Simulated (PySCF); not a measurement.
**Working out the ionisation energy of Sn**

Sn [Kr] 4d10 5s2 5p2 (3P) → Sn⁺ [Kr] 4d10 5s2 5p1 (2P). Computed with PySCF 2.14 in x2c-TZVPall (8s6p4d2f, 60 functions), with scalar relativity by spin-free X2C-1e. Frozen: [Kr] 4d10. Energies in hartree (1 hartree = 27.21139 eV):

```csv
part,Sn (lower),Sn⁺ (upper)
UHF,-6173.748534,-6173.496468
MP2 opposite-spin,-0.034668,-0.029285
MP2 same-spin,-0.007225,-0.002158
```

What does Hartree-Fock give?

(-6173.496468) − (-6173.748534) = 0.252066 hartree = 6.859 eV.

What do MP2 and SCS-MP2 (6/5 opposite-spin, 1/3 same-spin) give?

The opposite-spin parts differ by 0.146 eV and the same-spin parts by 0.138 eV. MP2: 6.859 + (0.146) + (0.138) = 7.143 eV. SCS-MP2: 6.859 + 1.2 × (0.146) + (0.138)/3 = 7.080 eV.

Measured between the centres of the two terms (NIST): 7.389 eV, so MP2 (valence) is off by -0.246 eV.

What remains against the reference includes basis incompleteness, the frozen core and correlation beyond second order.
